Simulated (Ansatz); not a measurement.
Reaction (isomerisation): `[SiH3]OCCCl` → `CO[SiH](C)Cl`

Gas-phase electronic energies from Ansatz, PBE0-D4/def2-TZVP geometries. CCSD(T)/CBS adds triple-zeta CCSD(T) − MP2 to the extrapolated MP2 energy (def2 sets, frozen cores). Functionals use def2-TZVPP. One conformer a species, not always the lowest.

`[SiH3]OCCCl`:

```xyz
12

Si   -1.632    0.053    1.336
O    -0.206    0.427    0.603
C     0.282   -0.274   -0.517
C     1.608    0.341   -0.897
Cl    2.281   -0.499   -2.311
H    -1.609   -1.347    1.840
H    -2.764    0.187    0.379
H    -1.783    1.008    2.457
H    -0.413   -0.201   -1.362
H     0.422   -1.338   -0.287
H     1.488    1.391   -1.158
H     2.325    0.251   -0.082
```

`CO[SiH](C)Cl`:

```xyz
12

C     0.903    1.669    0.149
O     1.212    0.376   -0.322
Si    0.124   -0.766   -0.730
C    -0.968   -1.269    0.681
Cl   -1.097   -0.047   -2.235
H     0.309    2.224   -0.583
H     0.353    1.630    1.095
H     1.841    2.201    0.316
H     0.910   -1.887   -1.284
H    -1.565   -0.427    1.039
H    -0.366   -1.648    1.511
H    -1.655   -2.056    0.364
```

| level | ΔE (kJ/mol) |
| --- | --- |
| r2SCAN-D4 | -221.1 |
| HF/def2-QZVPP | -207.1 |

Question: What does CCSD(T)/CBS give? (Estimate.)

Answer: Ansatz gave: -213.8 kJ/mol. The listed levels differ from it by -7.3, 6.7 kJ/mol.

Largest T1 diagnostic among the species: 0.010.

From PBE to PBE0 (25 % exact exchange), in def2-TZVPP and without D4, ΔE moves by −3.7 kJ/mol. The D4 term adds −4.5 kJ/mol with B3LYP and −2.5 kJ/mol with PBE0; it sums over pairs of atoms, weighted by their polarisabilities, and B3LYP, whose exchange is more repulsive, gets the larger term.

B3LYP here is the variant with VWN-RPA as its local correlation; programs differ in this.
